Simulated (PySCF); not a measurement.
PySCF job for borazine (B3H6N3), SMILES B1NBNBN1, TDDFT-M06-2X/def2-SVPD. Geometry optimised at B3LYP-D3(BJ)/def2-SVP.

```python
import numpy as np
from pyscf import gto, scf, dft, tdscf

mol = gto.M(
    atom='''
    B     1.44877283    0.00000000    0.00000000
    N     0.70462357    1.22044383    0.00000000
    B    -0.72438642    1.25467407    0.00000000
    N    -1.40924715    0.00000000    0.00000000
    B    -0.72438641   -1.25467408    0.00000000
    N     0.70462357   -1.22044383    0.00000000
    H     2.65593415   -0.00000000    0.00000000
    H     1.21110168    2.09768965    0.00000000
    H    -1.32796708    2.30010645    0.00000000
    H    -2.42220337    0.00000000    0.00000000
    H    -1.32796707   -2.30010645    0.00000000
    H     1.21110169   -2.09768965    0.00000000
    ''',
    basis='def2-SVPD',
    charge=0,
    spin=0,
    symmetry=True,
    max_memory=1600,
    verbose=4,
)
mf = dft.RKS(mol, xc='m06-2x').density_fit(auxbasis='def2-universal-jkfit')
mf.grids.level = 4
mf.conv_tol = 1e-9
mf.max_cycle = 100
mf.kernel()
mf.grids = dft.Grids(mol).set(level=2).build(with_non0tab=True)  # coarser grid for the response kernel
td = tdscf.TDDFT(mf)
td.singlet = True
td.nstates = 10
td.conv_tol = 1e-4
td.positive_eig_threshold = 1e-6
td.kernel(x0=td.get_init_guess(mf, 15))
td.analyze()
tt = tdscf.TDA(mf)
tt.singlet = False
tt.nstates = 4
tt.conv_tol = 1e-4
tt.positive_eig_threshold = 1e-6
tt.kernel(x0=tt.get_init_guess(mf, 9))
tt.analyze(verbose=3)
```

It prints:

```
PySCF version 2.14.0

[INPUT] verbose = 4
[INPUT] num. atoms = 12
[INPUT] num. electrons = 42
[INPUT] charge = 0
[INPUT] spin (= nelec alpha-beta = 2S) = 0
[INPUT] symmetry True subgroup None
[INPUT] Mole.unit = angstrom
[INPUT] Symbol           X                Y                Z      unit          X                Y                Z       unit  Magmom
[INPUT]  1 B      1.448772830000   0.000000000000   0.000000000000 AA    2.737783865411   0.000000000000   0.000000000000 Bohr   0.0
[INPUT]  2 N      0.704623570000   1.220443830000   0.000000000000 AA    1.331545568213   2.306304589115   0.000000000000 Bohr   0.0
[INPUT]  3 B     -0.724386420000   1.254674070000   0.000000000000 AA   -1.368891942154   2.370990367893   0.000000000000 Bohr   0.0
[INPUT]  4 N     -1.409247150000   0.000000000000   0.000000000000 AA   -2.663091155324   0.000000000000   0.000000000000 Bohr   0.0
[INPUT]  5 B     -0.724386410000  -1.254674080000   0.000000000000 AA   -1.368891923257  -2.370990386791   0.000000000000 Bohr   0.0
[INPUT]  6 N      0.704623570000  -1.220443830000   0.000000000000 AA    1.331545568213  -2.306304589115   0.000000000000 Bohr   0.0
[INPUT]  7 H      2.655934150000   0.000000000000   0.000000000000 AA    5.018988148380   0.000000000000   0.000000000000 Bohr   0.0
[INPUT]  8 H      1.211101680000   2.097689650000   0.000000000000 AA    2.288650484201   3.964058932835   0.000000000000 Bohr   0.0
[INPUT]  9 H     -1.327967080000   2.300106450000   0.000000000000 AA   -2.509494083638   4.346571247846   0.000000000000 Bohr   0.0
[INPUT] 10 H     -2.422203370000   0.000000000000   0.000000000000 AA   -4.577300987299   0.000000000000   0.000000000000 Bohr   0.0
[INPUT] 11 H     -1.327967070000  -2.300106450000   0.000000000000 AA   -2.509494064741  -4.346571247846   0.000000000000 Bohr   0.0
[INPUT] 12 H      1.211101690000  -2.097689650000   0.000000000000 AA    2.288650503098  -3.964058932835   0.000000000000 Bohr   0.0

nuclear repulsion = 197.68343162062
point group symmetry = D3h, use subgroup C2v
symmetry origin: [-3.14954354e-09 -2.24967396e-09  0.00000000e+00]
symmetry axis x: [-8.21713498e-10  1.00000000e+00  0.00000000e+00]
symmetry axis y: [0. 0. 1.]
symmetry axis z: [ 1.00000000e+00  8.21713498e-10 -0.00000000e+00]
num. orbitals of irrep A1 = 68
num. orbitals of irrep A2 = 20
num. orbitals of irrep B1 = 52
num. orbitals of irrep B2 = 28
number of shells = 72
number of NR pGTOs = 240
number of NR cGTOs = 168
basis = def2-SVPD
ecp = {}


[settings echo left out]
init E= -243.298751841641
HOMO (B2) = -0.350575863136776  LUMO (B2) = -0.0326855315562402  gap/eV = 8.65024
cycle= 1 E= -242.35990866587  delta_E= 0.939  |g|= 0.437  |ddm|= 7.93
HOMO (A2) = -0.291092778830568  LUMO (A1) = 0.0256365551438864  gap/eV = 8.61864
cycle= 2 E= -242.369913983691  delta_E= -0.01  |g|= 0.434  |ddm|= 1.91
HOMO (A2) = -0.352405568449828  LUMO (A1) = 0.0211207226774959  gap/eV = 10.16417
cycle= 3 E= -242.409823918908  delta_E= -0.0399  |g|= 0.0391  |ddm|= 0.853
HOMO (A2) = -0.347901906867375  LUMO (A1) = 0.0214747806382456  gap/eV = 10.05125
cycle= 4 E= -242.410249624613  delta_E= -0.000426  |g|= 0.00954  |ddm|= 0.12
HOMO (A2) = -0.347188292963531  LUMO (A1) = 0.0215522991683263  gap/eV = 10.03394
cycle= 5 E= -242.410271581228  delta_E= -2.2e-05  |g|= 0.00201  |ddm|= 0.0512
HOMO (A2) = -0.347458029009194  LUMO (A1) = 0.021498577682975  gap/eV = 10.03982
cycle= 6 E= -242.41027277163  delta_E= -1.19e-06  |g|= 0.000142  |ddm|= 0.00771
HOMO (A2) = -0.347417198821945  LUMO (A1) = 0.0215041286810997  gap/eV = 10.03886
cycle= 7 E= -242.410272781095  delta_E= -9.46e-09  |g|= 2.54e-05  |ddm|= 0.000956
HOMO (A2) = -0.347422272675769  LUMO (A1) = 0.0215035324257657  gap/eV = 10.03898
cycle= 8 E= -242.410272781369  delta_E= -2.74e-10  |g|= 4.51e-06  |ddm|= 0.000109
HOMO (A2) = -0.347421464062192  LUMO (A1) = 0.0215036438470837  gap/eV = 10.03896
Extra cycle  E= -242.410272781382  delta_E= -1.3e-11  |g|= 1.92e-06  |ddm|= 4.01e-05
converged SCF energy = -242.410272781382
tot grids = 98832
Overwritten attributes  positive_eig_threshold  of <class 'pyscf.tdscf.rks.TDDFT'>


******** <class 'pyscf.tdscf.rks.TDDFT'> for <class 'pyscf.df.df_jk.DFSymAdaptedRKS'> ********
nstates = 10 singlet
deg_eia_thresh = 1.000e-03
wfnsym = None
conv_tol = 0.0001
eigh lindep = 1e-12
eigh level_shift = 0
eigh max_cycle = 100


Excitation energies (eV)
[6.95489419 7.58393985 7.58408283 7.8098837  7.84500335 8.02338697
 8.02343969 8.12579851 8.17367303 8.17434923]

** Singlet excitation energies and oscillator strengths **
Excited State   1:   B1      6.95489 eV    178.27 nm  f=0.0000
      20 -> 26       -0.49332
      21 -> 25        0.49329
Excited State   2:   A2      7.58394 eV    163.48 nm  f=0.0000
      20 -> 24        0.15909
      21 -> 22       -0.64351
      21 -> 23       -0.15912
Excited State   3:   B2      7.58408 eV    163.48 nm  f=0.0000
      20 -> 22       -0.64349
      20 -> 23        0.15910
      21 -> 24        0.15913
Excited State   4:   A1      7.80988 eV    158.75 nm  f=0.0000
      20 -> 25        0.49045
      21 -> 26        0.49058
Excited State   5:   B2      7.84500 eV    158.04 nm  f=0.0401
      18 -> 26       -0.48502
      19 -> 25       -0.48704
Excited State   6:   A1      8.02339 eV    154.53 nm  f=0.4184
      20 -> 25        0.48309
      21 -> 26       -0.48294
Excited State   7:   B1      8.02344 eV    154.53 nm  f=0.4184
      20 -> 26       -0.48299
      21 -> 25       -0.48303
Excited State   8:   B2      8.12580 eV    152.58 nm  f=0.0875
      17 -> 22       -0.14101
      20 -> 23        0.44056
      20 -> 27       -0.18624
      21 -> 24       -0.44061
      21 -> 28       -0.18629
Excited State   9:   B2      8.17367 eV    151.69 nm  f=0.0000
      16 -> 25        0.15962
      18 -> 26        0.46886
      19 -> 25       -0.46663
      19 -> 31       -0.12507
Excited State  10:   A2      8.17435 eV    151.67 nm  f=0.0000
      16 -> 26       -0.15953
      18 -> 25       -0.46772
      18 -> 31        0.12498
      19 -> 26       -0.46785

** Transition electric dipole moments (AU) **
state          X           Y           Z        Dip. S.      Osc.
  1         0.0000      0.0001     -0.0000      0.0000      0.0000
  2         0.0000     -0.0000     -0.0000      0.0000      0.0000
  3         0.0000     -0.0000      0.0003      0.0000      0.0000
  4        -0.0001     -0.0000      0.0000      0.0000      0.0000
  5        -0.0000     -0.0000      0.4568      0.2087      0.0401
  6         1.4589     -0.0000      0.0000      2.1285      0.4184
  7        -0.0000     -1.4589      0.0000      2.1284      0.4184
  8        -0.0000     -0.0000      0.6631      0.4398      0.0875
  9        -0.0000     -0.0000     -0.0010      0.0000      0.0000
 10         0.0000     -0.0000      0.0000      0.0000      0.0000

** Transition velocity dipole moments (imaginary part, AU) **
state          X           Y           Z        Dip. S.      Osc.
  1        -0.0000      0.0000     -0.0000      0.0000      0.0000
  2        -0.0000      0.0000     -0.0000      0.0000      0.0000
  3         0.0000     -0.0000      0.0001      0.0000      0.0000
  4        -0.0000     -0.0000     -0.0000      0.0000      0.0000
  5        -0.0000      0.0000      0.1332      0.0178      0.0411
  6         0.4444     -0.0000     -0.0000      0.1975      0.4465
  7        -0.0000     -0.4444      0.0000      0.1975      0.4464
  8        -0.0000     -0.0000      0.2202      0.0485      0.1082
  9        -0.0000     -0.0000     -0.0003      0.0000      0.0000
 10        -0.0000      0.0000     -0.0000      0.0000      0.0000

** Transition magnetic dipole moments (imaginary part, AU) **
state          X           Y           Z
  1         0.0000      0.0000     -1.7304
  2        -0.7086     -0.0000     -0.0000
  3        -0.0000     -0.7083     -0.0000
  4         0.0000      0.0000      0.0000
  5        -0.0000      0.0036     -0.0000
  6         0.0000      0.0000      0.0000
  7         0.0000      0.0000     -0.0005
  8         0.0000     -0.0004      0.0000
  9         0.0000      1.3399      0.0000
 10        -1.3391     -0.0000     -0.0000
Overwritten attributes  positive_eig_threshold  of <class 'pyscf.tdscf.rks.TDA'>


******** <class 'pyscf.tdscf.rks.TDA'> for <class 'pyscf.df.df_jk.DFSymAdaptedRKS'> ********
nstates = 4 triplet
deg_eia_thresh = 1.000e-03
wfnsym = None
conv_tol = 0.0001
eigh lindep = 1e-12
eigh level_shift = 0
eigh max_cycle = 100


Excitation energies (eV)
[6.56293046 6.65421537 6.65423896 6.72200271]

** Triplet excitation energies and oscillator strengths **
Excited State   1:   A1      6.56293 eV    188.92 nm  f=0.0000
Excited State   2:   B1      6.65422 eV    186.32 nm  f=0.0000
Excited State   3:   A1      6.65424 eV    186.32 nm  f=0.0000
Excited State   4:   B1      6.72200 eV    184.45 nm  f=0.0000
```

Self-consistency was reached.
